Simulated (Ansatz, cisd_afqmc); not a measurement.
Species: AgF, charge 0, singlet. AgF (SMILES [F][Ag]).
B3LYP-D3(BJ)/def2-TZVP minimum from Ansatz (a program for electronic structure):
```xyz
2

Ag     0.0000     0.0000    -0.3209
F      0.0000     0.0000     1.6759
```

Atomisation energy term by term, kcal/mol (programs: Ansatz, cisd_afqmc). UHF or UKS for unpaired electrons; spin-orbit terms are left out. Correlated methods leave the cores frozen (noble-gas shells, and filled d and f shells in the p block). Past Kr the def2 sets carry scalar-relativistic core potentials. AFQMC/CISD: phaseless, guided by CISD from CCSD amplitudes; bars are statistical, one sigma. Outlying blocks are dropped, and bars are widened where a walk drifts. Over all cases where full CI ran beside it in this data, AFQMC minus full CI had a median of +0.1 mEh and passed +0.4 mEh in a tenth of the cases. CBS(X,Y): correlation extrapolated as X^-3, Hartree-Fock from the larger set. A bracket is a step between two methods taken in the basis named. The T1 diagnostic of AgF ([F][Ag], singlet) reaches 0.027 in the sets run.

| term | basis | kcal/mol |
|---|---|---|
| Hartree-Fock | def2-QZVPP | 40.85 |
| CCSD correlation | CBS(def2-TZVPP,def2-QZVPP) | 35.79 |
| (T) | CBS(def2-TZVPP,def2-QZVPP) | 3.49 |
| CCSDT(Q) - CCSD(T) | def2-TZVPP | 0.33 |
| CCSDTQ - CCSDT(Q) | def2-SVP | -0.17 |
| sum: De |  | 80.3 |

The step beyond CCSD(T) by other levels: CCSDTQ in def2-SVP 0.45; AFQMC/CISD in def2-SVP 0.65 ± 0.34; CCSDT(Q) in def2-SVP 0.62 kcal/mol.
